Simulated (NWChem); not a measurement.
Basis-set convergence for HF$_{2}$Ga

```xyz
4

Ga     0.0000     0.0000    -0.3217
H      0.0000     0.0000    -1.8741
F      1.4615     0.0000     0.6581
F     -1.4615     0.0000     0.6581
```
Charge 0, spin multiplicity 1.

The numbers come from NWChem runs, not from measurements. Structure: optimised with PBE/def2-SVP, a minimum by its harmonic frequencies.

Quantity: vertical ionisation energy at the level ΔHF (Δ: difference of total energies, the cation a doublet at the parent's geometry with its hole in an orbital of symmetry a1 (C2v labels); it is the state that the SCF runs reached, from PBE0 orbitals for Hartree-Fock references, and need not be the lowest).

The Hamiltonian is non-relativistic. The Pople sets run with spherical d functions. The structure started from a generated list of species. The stability of the SCF solutions was not checked. Open-shell Hartree-Fock references start from PBE0 orbitals; any time given for them includes that run.

Costs are rough ratios of processor time within this set of runs, SCF included, with cc-pVDZ as 1.

Task: In def2-QZVP the value is 13.04 eV. Among cc-pVDZ, def2-SVP, 6-311G**, aug-pcseg-1, def2-SVPD, pcseg-2, def2-TZVPP, aug-cc-pVTZ, which is the smallest basis within 0.2 eV of it?

Result: cc-pVDZ, with 60 functions against 219 and about 8 % of the time (also within reach: def2-SVP, 6-311G**, aug-pcseg-1, def2-SVPD, pcseg-2, def2-TZVPP, aug-cc-pVTZ). def2-QZVP isn't the basis-set limit itself, and a small set can land close by cancellation.

| basis | functions | vertical ionisation energy (eV) | relative cost |
|---|---|---|---|
| cc-pVDZ | 60 | 13.11 | 1 |
| def2-SVP | 65 | 13.13 | under 3 |
| 6-311G** | 86 | 13.16 | under 3 |
| aug-pcseg-1 | 91 | 13.20 | under 3 |
| def2-SVPD | 92 | 13.20 | under 3 |
| pcseg-2 | 117 | 13.09 | under 3 |
| def2-TZVPP | 124 | 13.05 | under 3 |
| aug-cc-pVTZ | 174 | 13.06 | 6 |
| def2-QZVP | 219 | 13.04 | 10 |
